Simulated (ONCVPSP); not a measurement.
**Before and after: ONCV potential for Tm (Z = 69)**

ONCVPSP 4.0.1 input, shortened (lines: element, Z, core and valence counts, functional; n l f; lmax; l rc ep ncon nbas qcut; lloc lpopt rc5 dvloc0; l nproj debl; icmod fcfact rcfact), LDA (Perdew-Wang 92), fully relativistic:

```
  Tm 69.00   10    4  -001012      upf
    1    0    2.00
    2    0    2.00
    2    1    6.00
    3    0    2.00
    3    1    6.00
    3    2   10.00
    4    0    2.00
    4    1    6.00
    4    2   10.00
    4    3   12.00
    5    0    2.00
    5    1    6.00
    5    2    1.00
    6    0    1.00
    2
    0    1.55    0.00    4    8    6.60
    1    1.35    0.00    5   10    7.30
    2    3.35    0.00    3    8    3.80
    4    5    1.35    1.00
    0    2    2.10
    1    3    2.90
    2    1    0.80
    2    0.35    0.95
```

Open shells are filled in proportion to 2j + 1.

Change: local potential polynomial inside 1.35 bohr (lpopt 5, dvloc0 8 Ha).

Cutoffs: the cutoffs (Ha) at which the residual kinetic energy of the hardest occupied pseudo-wave falls to 1 and 0.1 mHa per electron; they do not see the model core or the augmentation charge, which bear on the density cutoff. Errors are all-electron minus pseudo energies relative to the spin-unpolarised reference configuration.

Predict the effect on cutoff, ghosts and configuration errors.

The potential gets neither clearly harder nor softer (27 Ha and 110 Ha → 27 Ha and 110 Ha); the bound ghosts move from p to d, p; the errors of the 4 common tests hardly move; the range in which the s phases agree widens (upper end 3.5 → at the end of the scan). In the separable form a ghost depends on how the local part lies against the semilocal potential of the channel, so the choice of the local part can create or remove one.

| quantity | base | changed |
| --- | --- | --- |
| cutoff, loose | 27 Ha | 27 Ha |
| cutoff, tight | 110 Ha | 110 Ha |
| bound ghosts | p3/2 | p3/2, d5/2, d3/2 |
| GHOST(+) flags under 300 eV | s at 180.7 eV, d5/2 at 223.5 eV, d3/2 at 278.7 eV | none |
| error for 5s2 5p6 5d1 6s2, meV [ΔE -7.36 eV] | -0.7 | -0.7 |
| error for 5s2 5p6 5d1 6s0, meV [ΔE 13.22 eV] | +0.2 | -0.2 |
| error for 5s2 5p6 5d0 6s0, meV [ΔE 33.41 eV] | +130 | +130 |
| error for 5s1 5p6 5d1 6s2, meV [ΔE 56.33 eV] | -468 | -514 |
| s: phases at 1.57 bohr within 0.05 rad from the reference energy up to (Ha; the scan ends near 5) | 3.5 | to the end of the scan |
| p3/2: phases at 1.37 bohr within 0.05 rad from the reference energy up to (Ha; the scan ends near 5) | to the end of the scan | to the end of the scan |
| p1/2: phases at 1.37 bohr within 0.05 rad from the reference energy up to (Ha; the scan ends near 5) | to the end of the scan | to the end of the scan |
| d5/2: phases at 3.40 bohr within 0.05 rad from the reference energy up to (Ha; the scan ends near 5) | 0.2 | 0.2 |
| d3/2: phases at 3.40 bohr within 0.05 rad from the reference energy up to (Ha; the scan ends near 5) | 0.1 | 0.1 |
| rms error of d²Exc/dni dnj with the model core, mHa | 5.01 | 5.01 |

 A true bound ghost makes a file unfit for plane-wave use even where its test errors are small: the radial tests pick states by their node count and pass the ghost by.
